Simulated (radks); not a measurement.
Task: All-electron atom: the platinum ion Pt14+ in [Kr] 4d10 4f14 5s2 5p2. Method: scalar-relativistic Kohn-Sham, SCAN, spin-polarised, spherical densities, finite nucleus; open shells are filled with parallel spins first (spin-orbit coupling, left out, can overturn this in heavy ions); meta-GGA in the generalised Kohn-Sham scheme; Fermi nuclear charge, rms radius 5.427 fm; computed with a radial shooting solver on a logarithmic mesh with Libxc functionals. Some entries of the table are withheld. Estimate them.

orbital,occ.,eigenvalue (eV),<r^2> (bohr^2),<1/r> (bohr^-1)
1s up,1,-78781.62,0.0004062,93.92
1s down,1,-78781.26,0.0004062,93.92
2s up,1,-14102.24,0.006196,22.04
2s down,1,-14102.03,0.006196,22.04
2p up,3,-12258.17,0.005200,19.67
2p down,3,-12257.83,0.005200,19.67
3s up,1,-3537.375,0.03993,8.178
3s down,1,-3537.171,0.03993,8.177
3p up,3,-2997.086,0.04098,7.474
3p down,3,-2996.818,0.04098,7.473
3d up,5,-2410.141,0.03401,7.032
3d down,5,-2409.815,0.03401,7.032
4s up,1,-981.8803,0.1934,3.496
4s down,1,-981.5369,0.1935,3.493
4p up,3,-803.4963,0.2200,3.167
4p down,3,-803.1925,0.2199,3.166
4d up,5,-585.8930,0.2494,2.842
4d down,5,-585.3652,0.2486,2.844
5s up,1,-359.8555,0.8676,1.537
5s down,1,-355.7537,0.8635,1.544
4f up,7,-344.0742,0.2958,2.443
4f down,7,-343.0205,0.2919,2.452
5p up,2,-305.6201,(1),1.381

Result: 
(1) 5p up <r^2> (bohr^2): 1.042
